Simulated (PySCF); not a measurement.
Stationary points of TiH3

Method: PySCF, PBE0, basis Ti def2-TZVP, H def2-TZVP (no relativity, density fitting).

Relaxations began from a few typed shapes; open shells are unrestricted. The search is not exhaustive: other isomers or separated fragments can lie lower, and high-lying points may rest on an excited occupation.

Order these stationary points by electronic energy, lowest first, in kJ/mol from the lowest minimum.
A. doublet C2v: Ti–H 1.730 Å, Ti–H 1.738 Å (×2); H–Ti–H 118.7° (×2), H–Ti–H 122.6°
B. doublet C3v: Ti–H 1.730 Å (×3); H–Ti–H 118.3° (×3)

B (0.0), A (11.8).

Which of them are minima?

By energy in kJ/mol, 0.0: minimum; 11.8: minimum.

Formally Ti is in oxidation state +3, d1, with 1 unpaired electron. The Mulliken spin on Ti is 1.18. The polar-tensor charge on Ti, 1.27, is far below the formal one.

For the lowest minimum: open d and f shells are described by one determinant, and the ground state may have another occupation or spin.
